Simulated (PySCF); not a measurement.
**Diatomics of Cl with the 3d metals**

PBE0 with triple-zeta basis sets in PySCF, for the lowest determinant that a PBE0 search found; no spin–orbit coupling. De refers to high-spin ground-configuration atoms. A positive dipole means M(−)Cl(+).

```json
{"M": "Sc", "basis": "def2-TZVPP", "state (unpaired electrons)": "triplet (σ ↑, δ ↑)", "Re (Å)": "2.308", "ωe (cm⁻¹)": "404", "De (eV)": "4.83", "μ (D)": "-3.76"}
{"M": "Ti", "basis": "x2c-TZVPPall", "state (unpaired electrons)": "quartet (σ ↑, π ↑, δ ↑)", "Re (Å)": "2.255", "ωe (cm⁻¹)": "408", "De (eV)": "n/a", "μ (D)": "-3.66"}
{"M": "V", "basis": "def2-TZVPP", "state (unpaired electrons)": "quintet (σ ↑, π ↑, δ ↑↑)", "Re (Å)": "2.209", "ωe (cm⁻¹)": "407", "De (eV)": "n/a", "μ (D)": "-4.57"}
{"M": "Cr", "basis": "def2-TZVPP", "state (unpaired electrons)": "sextet (σ ↑, π ↑↑, δ ↑↑)", "Re (Å)": "2.202", "ωe (cm⁻¹)": "394", "De (eV)": "3.77", "μ (D)": "-5.42"}
{"M": "Mn", "basis": "x2c-TZVPPall", "state (unpaired electrons)": "septet (σ ↑↑, π ↑↑, δ ↑↑)", "Re (Å)": "2.231", "ωe (cm⁻¹)": "384", "De (eV)": "3.77", "μ (D)": "-2.82"}
{"M": "Fe", "basis": "x2c-TZVPPall", "state (unpaired electrons)": "sextet (σ ↑↑, π ↑↑, δ ↑)", "Re (Å)": "2.175", "ωe (cm⁻¹)": "403", "De (eV)": "n/a", "μ (D)": "-2.29"}
{"M": "Co", "basis": "def2-TZVPP", "state (unpaired electrons)": "triplet (π ↑, δ ↑)", "Re (Å)": "2.102", "ωe (cm⁻¹)": "402", "De (eV)": "n/a", "μ (D)": "-5.15"}
{"M": "Ni", "basis": "def2-TZVPPD", "state (unpaired electrons)": "doublet (π ↑)", "Re (Å)": "2.079", "ωe (cm⁻¹)": "406", "De (eV)": "n/a", "μ (D)": "-5.16"}
{"M": "Cu", "basis": "def2-TZVPP", "state (unpaired electrons)": "singlet (closed shell)", "Re (Å)": "2.076", "ωe (cm⁻¹)": "401", "De (eV)": "3.64", "μ (D)": "-5.12"}
{"M": "Zn", "basis": "def2-TZVPP", "state (unpaired electrons)": "doublet (σ ↑)", "Re (Å)": "2.158", "ωe (cm⁻¹)": "375", "De (eV)": "2.34", "μ (D)": "-2.72"}
```

The shortest bond is that of CuCl (2.076 Å), the longest that of ScCl (2.308 Å).

The rows differ in basis set, which adds steps of its own.

The state changes along the series, so neighbouring rows are not always alike in their bonding.

De is left out where the level can put another filling of the metal’s s and d shells below the measured ground configuration, by anything from nothing to about 1 eV. The metal atom is held in its measured ground configuration; semilocal functionals can put another filling of s and d lower by some tenths of an eV, and De to that atom would be smaller. States were picked by a PBE0 search and need not be the measured ground states.
